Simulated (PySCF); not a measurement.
Excitations are Tamm–Dancoff values on a coarser integration grid. The basis has no diffuse functions, so Rydberg states are missing or too high.

Z-matrix (Å, degrees):
```
Ge
O 1 1.7676
H 2 0.9609 1 111.14
O 1 1.7676 2 108.12 3 -112.55
H 4 0.9609 1 111.15 2 4.94
O 1 1.7678 2 108.02 3 4.26
H 6 0.9609 1 111.16 2 -112.85
H 1 1.5247 2 110.85 3 125.91
```
Charge 0, spin multiplicity 1.

Problem. What is the computed dipole moment, HOMO–LUMO gap, S1 oscillator strength, S1–T1 gap (TDA), LUMO, total energy, T1 excitation (TDA) and HOMO (ωB97X-D3(BJ)/def2-TZVP // PBE0-D3(BJ)/def2-TZVP run with PySCF)?

Solution. 
```yaml
dipole_moment: 1.31 D
HOMO–LUMO gap: 13.60 eV
S1 oscillator strength: 0.118
S1–T1 gap (TDA): 0.69 eV
LUMO: 2.18 eV
total_energy: -2305.2582 Ha
T1 excitation (TDA): 7.47 eV
HOMO: -11.42 eV
```
